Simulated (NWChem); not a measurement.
System: borohydride (BH$_{4}$ anion); SMILES [BH4-]

The following NWChem deck was run.

```
start job
memory heap 200 mb stack 900 mb global 1100 mb
charge -1
geometry units angstroms noautoz
  B      0.000129    -0.000163     0.000108
  H     -0.811695    -0.819433    -0.472257
  H      0.155382    -0.224274     1.215909
  H     -0.437253     1.156152    -0.156201
  H      1.093453    -0.112350    -0.587390
end
basis spherical
  B library 6-31g*
  H library 6-31g*
end
dft
  xc b3lyp
  grid coarse
  iterations 150
  mulliken
end
task dft gradient
```

Output (shortened):

```
             Northwest Computational Chemistry Package (NWChem) 7.3.0
             --------------------------------------------------------

 C1  symmetry detected

                             Geometry "geometry" -> ""
                             -------------------------

 Output coordinates in angstroms (scale by  1.889725989 to convert to a.u.)

  No.       Tag          Charge          X              Y              Z
 ---- ---------------- ---------- -------------- -------------- --------------
    1 B                    5.0000    -0.00002619     0.00002977     0.00010909
    2 H                    1.0000    -0.87877739     0.73729996    -0.48735295
    3 H                    1.0000     0.75346215     0.67698282     0.72570621
    4 H                    1.0000     0.66390482    -0.51878763    -0.91794538
    5 H                    1.0000    -0.53845861    -0.89564399     0.67904667

 Effective nuclear repulsion energy (a.u.)      10.0530718872

                                 NWChem DFT Module
                                 -----------------

 Summary of "ao basis" -> "ao basis" (spherical)
 ------------------------------------------------------------------------------
       Tag                 Description            Shells   Functions and Types
 ---------------- ------------------------------  ------  ---------------------
 B                           6-31g*                  6       14   3s2p1d
 H                           6-31g*                  2        2   2s

            General Information
            -------------------
          SCF calculation type: DFT
          Wavefunction type:  closed shell.
          No. of atoms     :     5
          No. of electrons :    10
           Alpha electrons :     5
            Beta electrons :     5
          Charge           :    -1
          Spin multiplicity:     1
          Use of symmetry is: off; symmetry adaption is: off
          Maximum number of iterations: 150
          AO basis - number of functions:    22
                     number of shells:    14
          Convergence on energy requested:  1.00D-06
          Convergence on density requested:  1.00D-05
          Convergence on gradient requested:  5.00D-04

              XC Information
              --------------
                         B3LYP Method XC Potential
                     Hartree-Fock (Exact) Exchange  0.200
                        Slater Exchange Functional  0.800 local
                    Becke 1988 Exchange Functional  0.720 non-local
              Lee-Yang-Parr Correlation Functional  0.810
                  VWN I RPA Correlation Functional  0.190 local

             Grid Information
             ----------------
          Grid used for XC integration:  coarse
          Radial quadrature: Mura-Knowles
          Angular quadrature: Lebedev.
          Tag              B.-S. Rad. Rad. Pts. Rad. Cut. Ang. Pts.
          ---              ---------- --------- --------- ---------
          B                   0.85       35           6.0       302
          H                   0.35       35           7.0       302
          Grid pruning is: on
          Number of quadrature shells:   175
          Spatial weights used:  Erf1

      Superposition of Atomic Density Guess
      -------------------------------------

 Sum of atomic energies:         -26.51901865

 Renormalizing density from       9.00 to     10

      Non-variational initial energy
      ------------------------------

 Total energy =     -28.789049
 1-e energy   =     -59.993283
 2-e energy   =      21.151162
 HOMO         =      -0.029849
 LUMO         =       0.540521

     ---------------------------------------------
      Total Density - Mulliken Population Analysis
     ---------------------------------------------

    Atom       Charge   Shell Charges
 -----------   ------   -------------------------------------------------------
    1 B    5     5.00   2.00  0.46  0.95  0.62  0.94  0.03
    2 H    1     1.25   0.49  0.77
    3 H    1     1.25   0.49  0.76
    4 H    1     1.25   0.49  0.77
    5 H    1     1.25   0.49  0.77

   convergence    iter        energy       DeltaE   RMS-Dens  Diis-err
 ---------------- ----- ----------------- --------- --------- ---------
 d= 0,ls=0.0,diis     1    -27.1878207530 -3.72D+01  3.62D-02  2.66D-01
 d= 0,ls=0.0,diis     2    -27.2045307692 -1.67D-02  1.71D-02  2.48D-01
 d= 0,ls=0.0,diis     3    -27.2464962267 -4.20D-02  8.47D-04  2.69D-04
 d= 0,ls=0.0,diis     4    -27.2465487031 -5.25D-05  9.90D-05  2.93D-06
 d= 0,ls=0.0,diis     5    -27.2465494224 -7.19D-07  4.12D-06  1.47D-09

         Total DFT energy =      -27.246549422381
      One electron energy =      -57.752144955044
           Coulomb energy =       26.222354722799
    Exchange-Corr. energy =       -5.769831077300
 Nuclear repulsion energy =       10.053071887165

 Numeric. integr. density =        9.999990483654

                       DFT Final Molecular Orbital Analysis
                       ------------------------------------

 Vector    3  Occ=2.000000D+00  E=-3.276968D-02
              MO Center=  2.2D-02, -4.4D-02,  2.4D-01, r^2= 1.9D+00
   Bfn.  Coefficient  Atom+Function         Bfn.  Coefficient  Atom+Function
  ----- ------------  ---------------      ----- ------------  ---------------
     4      0.326355  1 B  py                22     -0.287108  5 H  s
    18      0.278898  3 H  s                 21     -0.205277  5 H  s
    17      0.199427  3 H  s                 16      0.158635  2 H  s
    20     -0.150464  4 H  s                  8      0.147880  1 B  py
    15      0.113423  2 H  s                 19     -0.107593  4 H  s

 Vector    4  Occ=2.000000D+00  E=-3.263549D-02
              MO Center= -9.2D-02,  1.8D-01, -2.0D-01, r^2= 1.9D+00
   Bfn.  Coefficient  Atom+Function         Bfn.  Coefficient  Atom+Function
  ----- ------------  ---------------      ----- ------------  ---------------
     3      0.328128  1 B  px                16     -0.317672  2 H  s
    20      0.239258  4 H  s                 15     -0.227024  2 H  s
    18      0.192303  3 H  s                 19      0.171038  4 H  s
     7      0.148824  1 B  px                17      0.137474  3 H  s
    22     -0.114129  5 H  s                 21     -0.081559  5 H  s

 Vector    5  Occ=2.000000D+00  E=-3.251762D-02
              MO Center=  6.9D-02, -1.3D-01, -4.1D-02, r^2= 1.9D+00
   Bfn.  Coefficient  Atom+Function         Bfn.  Coefficient  Atom+Function
  ----- ------------  ---------------      ----- ------------  ---------------
     5      0.332499  1 B  pz                20     -0.276098  4 H  s
    22      0.246320  5 H  s                 18      0.203223  3 H  s
    19     -0.197294  4 H  s                 21      0.175994  5 H  s
    16     -0.173468  2 H  s                  9      0.150927  1 B  pz
    17      0.145213  3 H  s                 15     -0.123941  2 H  s

 Vector    6  Occ=0.000000D+00  E= 4.146921D-01
              MO Center= -1.6D-03, -1.4D-02, -8.2D-04, r^2= 3.3D+00
   Bfn.  Coefficient  Atom+Function         Bfn.  Coefficient  Atom+Function
  ----- ------------  ---------------      ----- ------------  ---------------
     9      1.651605  1 B  pz                22     -1.136187  5 H  s
    20      1.097028  4 H  s                 16      0.954000  2 H  s
    18     -0.917218  3 H  s                  8     -0.301144  1 B  py
     5      0.256399  1 B  pz                 7      0.107437  1 B  px
    21     -0.063339  5 H  s                 19      0.061210  4 H  s

 Vector    7  Occ=0.000000D+00  E= 4.148041D-01
              MO Center= -1.2D-02,  1.8D-02, -3.3D-02, r^2= 3.3D+00
   Bfn.  Coefficient  Atom+Function         Bfn.  Coefficient  Atom+Function
  ----- ------------  ---------------      ----- ------------  ---------------
     7      1.659086  1 B  px                16      1.333430  2 H  s
    20     -1.161428  4 H  s                 18     -0.826471  3 H  s
    22      0.665185  5 H  s                  3      0.257388  1 B  px
     8     -0.244118  1 B  py                 9     -0.152259  1 B  pz
    15      0.074041  2 H  s                 19     -0.064771  4 H  s

 Vector    8  Occ=0.000000D+00  E= 4.149291D-01
              MO Center=  1.1D-02, -3.3D-03,  3.5D-02, r^2= 3.3D+00
   Bfn.  Coefficient  Atom+Function         Bfn.  Coefficient  Atom+Function
  ----- ------------  ---------------      ----- ------------  ---------------
     8      1.640370  1 B  py                18     -1.289908  3 H  s
    22      1.208963  5 H  s                 20      0.792618  4 H  s
    16     -0.711891  2 H  s                  9      0.281472  1 B  pz
     7      0.267305  1 B  px                 4      0.254249  1 B  py
    17     -0.071610  3 H  s                 21      0.067059  5 H  s

     ---------------------------------------------
      Total Density - Mulliken Population Analysis
     ---------------------------------------------

    Atom       Charge   Shell Charges
 -----------   ------   -------------------------------------------------------
    1 B    5     5.21   2.00  0.50  1.52  0.37  0.78  0.04
    2 H    1     1.20   0.51  0.69
    3 H    1     1.20   0.51  0.69
    4 H    1     1.20   0.51  0.69
    5 H    1     1.20   0.51  0.69

     -------------------------------------------
      Total Density - Lowdin Population Analysis
     -------------------------------------------

[...]

                         DFT ENERGY GRADIENTS

    atom               coordinates                        gradient
                 x          y          z           x          y          z
   1 B      -0.000050   0.000056   0.000206    0.000058   0.000019   0.000086
   2 H      -1.660648   1.393295  -0.920964   -0.001327   0.001155  -0.000712
   3 H       1.423837   1.279312   1.371386    0.001082   0.001023   0.000977
   4 H       1.254598  -0.980366  -1.734665    0.000978  -0.000796  -0.001293
   5 H      -1.017539  -1.692522   1.283212   -0.000791  -0.001401   0.000942
```

Level: B3LYP/6-31G* (spherical d). Sets without diffuse functions describe the anion's extra electron poorly. The geometry was optimised at B3LYP/def2-SVPD. B3LYP is NWChem's, with the RPA form of VWN correlation.
